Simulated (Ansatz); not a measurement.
Basis sets compared for the cluster Zr4O10H4. The state is a singlet with charge 0. Geometry PBE-D4/def2-SVP. Ansatz on 4 threads of Intel Xeon Platinum 8488C on a shared host; times are rough, and most runs start from earlier orbitals.

```xyz
18

Zr    0.054   -0.202   -1.634
Zr   -2.832    0.247    0.125
Zr    2.585   -0.376    0.520
Zr    0.071    1.053    1.397
O     4.038   -1.360    1.347
O    -2.076    1.499    1.736
O     2.182    0.292   -1.459
O     0.682   -0.792    0.918
O    -2.141   -0.374   -1.801
O    -1.561   -1.280   -0.748
O     1.974   -1.202   -1.452
O     2.057    1.314    1.438
O    -1.734    0.056    1.976
O    -0.346    1.359   -0.475
H     4.773   -1.819    1.776
H    -4.536   -0.437    0.484
H    -0.006    0.146   -3.462
H    -3.184    1.878   -0.685
```

In the def2 sets Zr takes a core potential; there is no spin–orbit coupling. The structure holds 3 bonds between oxygen atoms, so isomers without such links may lie far lower. The structure comes from a short search, and lower isomers may exist.

Binding counts from free atoms (Zr triplet, O triplet, H doublet) in the same basis, without a counterpoise term.

| level | functions | energy (Eh) | HOMO (eV) | LUMO (eV) | binding per atom (eV) | wall time |
| --- | --- | --- | --- | --- | --- | --- |
| PBE-D4/def2-SVP | 284 | -942.1300 | -6.22 | -3.12 | – | 6.5 s |
| PBE0-D4/def2-SVP | 284 | -941.9453 | -7.54 | -2.35 | 4.86 | 11 s |

Problem. Estimate the rows for PBE-D4/def2-TZVP, PBE0-D4/def2-TZVP (with forces).

Solution. 
| level | functions | energy (Eh) | HOMO (eV) | LUMO (eV) | binding per atom (eV) | wall time |
| --- | --- | --- | --- | --- | --- | --- |
| PBE-D4/def2-TZVP | 494 | -943.0651 | -6.26 | -3.11 | – | 11 s |
| PBE0-D4/def2-TZVP (with forces) | 494 | -942.8835 | -7.56 | -2.31 | 4.78 | 40 s |
